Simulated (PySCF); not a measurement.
## Correlation energy of K⁺ (potassium, charge +1)

Starting occupation: [Ar]. All numbers are calculated (PySCF 2.14, X2C-1e with screened-nucleus spin-orbit coupling, Gaussian nucleus, in x2c-TZVPPall-2c with one added diffuse shell each of s, p, d type (7s7p4d, 48 functions)). Frozen: 1s2; 16 electrons correlated.

MP2 pair energies summed by pair of shells (mhartree):

```tsv
pair	energy	share (%)
3p3/2-3p3/2	-57.47	29.0
3p1/2-3p3/2	-55.88	28.2
2p1/2-2p3/2	-14.82	7.5
3p1/2-3p1/2	-14.73	7.4
3p3/2-3s1/2	-12.89	6.5
2p3/2-2p3/2	-12.19	6.2
3s1/2-3s1/2	-6.65	3.4
3p1/2-3s1/2	-6.42	3.2
2p3/2-3p3/2	-3.91	2.0
2p1/2-2p1/2	-2.51	1.3
2p3/2-3p1/2	-2.42	1.2
2p1/2-3p3/2	-2.38	1.2
2p3/2-2s1/2	-1.43	0.7
2s1/2-3p3/2	-1.04	0.5
2p1/2-3p1/2	-0.77	0.4
2p1/2-2s1/2	-0.72	0.4
2s1/2-3p1/2	-0.53	0.3
2p3/2-3s1/2	-0.52	0.3
2s1/2-2s1/2	-0.30	0.1
2s1/2-3s1/2	-0.27	0.1
2p1/2-3s1/2	-0.25	0.1
```

Total MP2 correlation energy: -198.11 mhartree.

```tsv
level	correlation energy (mhartree)
CCSD	-208.57
(T)	-1.97
CCSD(T)	-210.54
```

Diagnostics: T1 = 0.0014, largest double amplitude 0.026.

Cost of the coupled-cluster step: 230 s of wall time on 4 threads of Neoverse-V1 (shared host), for 16 occupied and 78 virtual spinors.

This basis was not built for core-valence correlation, so the inner-shell part is incomplete.
